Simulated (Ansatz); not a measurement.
Born–Oppenheimer molecular dynamics of GaH6N (8 atoms, charge 0, multiplicity 1). It starts at the highest image of a converged band. Of that band: Neighbouring images differ by up to 1.4 eV, so the band resolves the path poorly. A vibrational analysis at the climbing image gives one clearly imaginary mode, 1244i cm⁻¹: a first-order saddle point.

Method: RKS PBE0-D4/def2-SVP in Ansatz.

```yaml
ensemble: NVE (velocity Verlet)
time_step: 0.5 fs
steps_asked: 200
starting_velocities_drawn_for: 100 K
seed: 4076
```

Frames 0.5 fs apart, positions in Å, forces in eV/Å.

Velocities at 40 fs (Å/ps):

```
Ga -0.06 -2.58 0.54
H -5.88 48.24 35.95
H 11.33 9.35 19.35
H 0.04 -10.39 14.52
N 0.93 3.58 -11.52
H 0.83 8.93 2.72
H 1.07 0.67 3.37
H -16.04 72.06 46.81
```

```xyz
8
Properties=species:S:1:pos:R:3:forces:R:3 time_fs=40 energy_less_start_eV=-0.697 T=998
Ga 0.070 -0.401 -0.071 -0.59 1.50 -0.40
H -0.456 1.281 2.602 0.01 -0.85 0.04
H 1.321 0.504 -0.089 0.42 0.03 -0.04
H -1.311 0.230 -0.525 0.11 -0.29 0.03
N 0.139 -2.010 0.655 -0.11 -1.33 0.23
H -0.626 -2.677 0.591 0.07 0.12 0.07
H 1.011 -2.500 0.804 0.10 -0.01 0.12
H -0.451 0.496 2.665 -0.01 0.83 -0.04
8
Properties=species:S:1:pos:R:3:forces:R:3 time_fs=40.5 energy_less_start_eV=-0.703 T=1006
Ga 0.070 -0.402 -0.071 -0.45 1.68 -0.42
H -0.459 1.304 2.620 0.00 -0.44 0.01
H 1.327 0.509 -0.079 0.31 -0.04 -0.05
H -1.311 0.224 -0.517 0.08 -0.27 0.00
N 0.139 -2.008 0.649 0.06 -1.45 0.31
H -0.625 -2.672 0.593 -0.01 0.05 0.06
H 1.012 -2.499 0.806 0.02 0.04 0.10
H -0.459 0.533 2.689 0.00 0.42 -0.01
8
Properties=species:S:1:pos:R:3:forces:R:3 time_fs=41 energy_less_start_eV=-0.702 T=1004
Ga 0.070 -0.403 -0.071 -0.31 1.86 -0.43
H -0.462 1.326 2.638 0.00 0.08 -0.04
H 1.334 0.513 -0.070 0.20 -0.11 -0.06
H -1.311 0.218 -0.510 0.04 -0.23 -0.02
N 0.140 -2.006 0.644 0.24 -1.55 0.38
H -0.625 -2.667 0.594 -0.10 -0.03 0.05
H 1.013 -2.499 0.808 -0.06 0.08 0.09
H -0.467 0.571 2.712 0.00 -0.10 0.03
8
Properties=species:S:1:pos:R:3:forces:R:3 time_fs=41.5 energy_less_start_eV=-0.690 T=990
Ga 0.070 -0.405 -0.070 -0.16 2.02 -0.45
H -0.465 1.349 2.656 0.01 0.64 -0.10
H 1.341 0.518 -0.061 0.08 -0.19 -0.07
H -1.310 0.211 -0.503 -0.01 -0.20 -0.05
N 0.140 -2.005 0.638 0.40 -1.63 0.46
H -0.625 -2.663 0.596 -0.18 -0.11 0.04
H 1.013 -2.498 0.810 -0.13 0.12 0.07
H -0.475 0.609 2.735 -0.01 -0.65 0.09
8
Properties=species:S:1:pos:R:3:forces:R:3 time_fs=42 energy_less_start_eV=-0.673 T=967
Ga 0.070 -0.406 -0.070 -0.02 2.18 -0.45
H -0.468 1.372 2.674 0.03 1.11 -0.16
H 1.349 0.522 -0.051 -0.02 -0.26 -0.08
H -1.310 0.204 -0.496 -0.06 -0.16 -0.08
N 0.141 -2.004 0.632 0.52 -1.71 0.52
H -0.625 -2.658 0.598 -0.24 -0.17 0.03
H 1.013 -2.498 0.812 -0.18 0.14 0.06
H -0.483 0.645 2.759 -0.03 -1.12 0.15
8
Properties=species:S:1:pos:R:3:forces:R:3 time_fs=42.5 energy_less_start_eV=-0.656 T=947
Ga 0.070 -0.407 -0.070 0.12 2.31 -0.45
H -0.471 1.399 2.691 0.04 1.37 -0.20
H 1.356 0.525 -0.042 -0.12 -0.32 -0.09
H -1.310 0.196 -0.489 -0.11 -0.12 -0.10
N 0.141 -2.004 0.627 0.60 -1.78 0.58
H -0.626 -2.654 0.600 -0.29 -0.22 0.03
H 1.013 -2.496 0.815 -0.20 0.15 0.05
H -0.492 0.679 2.783 -0.04 -1.38 0.19
8
Properties=species:S:1:pos:R:3:forces:R:3 time_fs=43 energy_less_start_eV=-0.648 T=937
Ga 0.069 -0.407 -0.070 0.24 2.43 -0.45
H -0.473 1.429 2.708 0.05 1.34 -0.21
H 1.363 0.527 -0.034 -0.22 -0.37 -0.11
H -1.310 0.189 -0.482 -0.15 -0.08 -0.13
N 0.142 -2.003 0.622 0.62 -1.85 0.62
H -0.627 -2.651 0.601 -0.30 -0.24 0.03
H 1.013 -2.495 0.818 -0.19 0.13 0.05
H -0.500 0.709 2.808 -0.05 -1.35 0.20
8
Properties=species:S:1:pos:R:3:forces:R:3 time_fs=43.5 energy_less_start_eV=-0.649 T=937
Ga 0.069 -0.408 -0.070 0.36 2.53 -0.44
H -0.476 1.461 2.724 0.05 1.02 -0.18
H 1.370 0.529 -0.025 -0.29 -0.42 -0.12
H -1.310 0.180 -0.476 -0.20 -0.05 -0.15
N 0.143 -2.004 0.616 0.57 -1.92 0.65
H -0.629 -2.648 0.604 -0.28 -0.23 0.03
H 1.012 -2.493 0.821 -0.16 0.10 0.05
H -0.508 0.736 2.832 -0.05 -1.04 0.17
8
Properties=species:S:1:pos:R:3:forces:R:3 time_fs=44 energy_less_start_eV=-0.651 T=939
Ga 0.069 -0.409 -0.069 0.45 2.61 -0.43
H -0.478 1.497 2.740 0.03 0.53 -0.11
H 1.376 0.530 -0.017 -0.36 -0.45 -0.13
H -1.311 0.172 -0.470 -0.24 -0.01 -0.17
N 0.144 -2.004 0.611 0.47 -1.99 0.66
H -0.632 -2.646 0.606 -0.22 -0.20 0.03
H 1.010 -2.491 0.824 -0.10 0.06 0.06
H -0.517 0.761 2.858 -0.03 -0.54 0.10
8
Properties=species:S:1:pos:R:3:forces:R:3 time_fs=44.5 energy_less_start_eV=-0.648 T=935
Ga 0.069 -0.410 -0.069 0.52 2.67 -0.42
H -0.481 1.533 2.756 0.00 -0.03 -0.02
H 1.381 0.529 -0.009 -0.41 -0.48 -0.15
H -1.312 0.164 -0.464 -0.27 0.02 -0.19
N 0.145 -2.005 0.606 0.33 -2.04 0.67
H -0.635 -2.644 0.608 -0.14 -0.16 0.03
H 1.008 -2.488 0.827 -0.03 0.00 0.08
H -0.525 0.784 2.883 0.00 0.01 0.01
8
Properties=species:S:1:pos:R:3:forces:R:3 time_fs=45 energy_less_start_eV=-0.638 T=923
Ga 0.069 -0.410 -0.069 0.58 2.71 -0.41
H -0.483 1.570 2.772 -0.03 -0.53 0.07
H 1.385 0.528 -0.002 -0.45 -0.49 -0.16
H -1.314 0.156 -0.459 -0.29 0.04 -0.21
N 0.146 -2.006 0.601 0.17 -2.09 0.67
H -0.639 -2.643 0.610 -0.05 -0.10 0.03
H 1.006 -2.486 0.830 0.05 -0.06 0.10
H -0.534 0.807 2.909 0.03 0.51 -0.08
8
Properties=species:S:1:pos:R:3:forces:R:3 time_fs=45.5 energy_less_start_eV=-0.625 T=906
Ga 0.069 -0.411 -0.069 0.60 2.73 -0.39
H -0.486 1.605 2.787 -0.06 -0.91 0.15
H 1.389 0.525 0.006 -0.47 -0.49 -0.17
H -1.317 0.148 -0.454 -0.30 0.06 -0.22
N 0.147 -2.007 0.597 0.00 -2.12 0.66
H -0.643 -2.641 0.612 0.05 -0.04 0.02
H 1.005 -2.484 0.834 0.13 -0.12 0.12
H -0.542 0.832 2.934 0.06 0.89 -0.16
```

Of the whole run (100 fs, mean temperature of the second half 916 K): The conserved energy stayed within 0.094 meV per atom of its start (net change 0.038 meV per atom), so the integration is sound. The kinetic energy rose, since the run started high on the potential surface and went downhill. It ends in pieces (GaH4N + H2), so much of that is their flight and rotation, not heat. A run of 0.1 ps of so small a system gives no equilibrium averages. The orbitals stay closed-shell, which can raise the energy where a bond breaks towards radicals; this wasn't checked here.

Time of the run: 7.1 min on 1 thread of Arm Neoverse V2, on a shared host, peak memory 0.16 GiB.
